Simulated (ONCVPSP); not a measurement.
Hf: one change to an ONCV potential, before and after

ONCVPSP 4.0.1 input, shortened (lines: element, Z, core and valence counts, functional; n l f; lmax; l rc ep ncon nbas qcut; lloc lpopt rc5 dvloc0; l nproj debl; icmod fcfact rcfact), PBE, scalar-relativistic:

```
  Hf 72.00   10    4        4      upf
    1    0    2.00
    2    0    2.00
    2    1    6.00
    3    0    2.00
    3    1    6.00
    3    2   10.00
    4    0    2.00
    4    1    6.00
    4    2   10.00
    4    3   14.00
    5    0    2.00
    5    1    6.00
    5    2    2.00
    6    0    2.00
    3
    0    1.55    0.00    4    8    6.40
    1    2.05    0.00    4    9    6.60
    2    3.15    0.00    3    8    5.10
    3    3.35    0.08    4    8    3.30
    4    5    1.15   -1.00
    0    2    3.50
    1    2    2.40
    2    1    2.20
    3    2    1.90
    1    0.45    0.00
```

Change: local potential polynomial inside 1.15 bohr (lpopt 5, dvloc0 4.5 Ha).

Cutoffs: the cutoffs (Ha) at which the residual kinetic energy of the hardest occupied pseudo-wave falls to 1 and 0.1 mHa per electron; they do not see the model core or the augmentation charge, which bear on the density cutoff. Errors are all-electron minus pseudo energies relative to the spin-unpolarised reference configuration.

What does the change do?

The potential gets neither clearly harder nor softer (19 Ha and 44 Ha → 19 Ha and 44 Ha); both files keep a bound ghost (f); the errors of the 3 common tests hardly move; the range in which the s phases agree widens (upper end 2.4 → at the end of the scan).

```csv
quantity,base,changed
"cutoff, loose",19 Ha,19 Ha
"cutoff, tight",44 Ha,44 Ha
bound ghosts,f,f
GHOST(+) flags under 300 eV,"s at 85.5 eV, d at 198.3 eV",s at 183.9 eV
tests with a reliable result,3 of 4,3 of 4
"error for 5s2 5p6 5d2 6s1, meV [ΔE 7.98 eV]",-4.2,-4.2
"error for 5s2 5p6 5d2 6s0, meV [ΔE 22.16 eV]",-26,-26
"error for 5s2 5p6 5d2 6s1 6p1, meV [ΔE 3.83 eV]",-1.7,-1.8
s: phases at 1.57 bohr within 0.05 rad from the reference energy up to (Ha; the scan ends near 5),2.4,to the end of the scan
p: phases at 2.08 bohr within 0.05 rad from the reference energy up to (Ha; the scan ends near 5),to the end of the scan,to the end of the scan
d: phases at 3.20 bohr within 0.05 rad from the reference energy up to (Ha; the scan ends near 5),0.5,0.5
f: phases at 3.40 bohr within 0.05 rad from the reference energy up to (Ha; the scan ends near 5),n/a,n/a
"rms error of d²Exc/dni dnj with the model core, mHa",0.67,0.67
```

 A true bound ghost makes a file unfit for plane-wave use even where its test errors are small: the radial tests pick states by their node count and pass the ghost by.
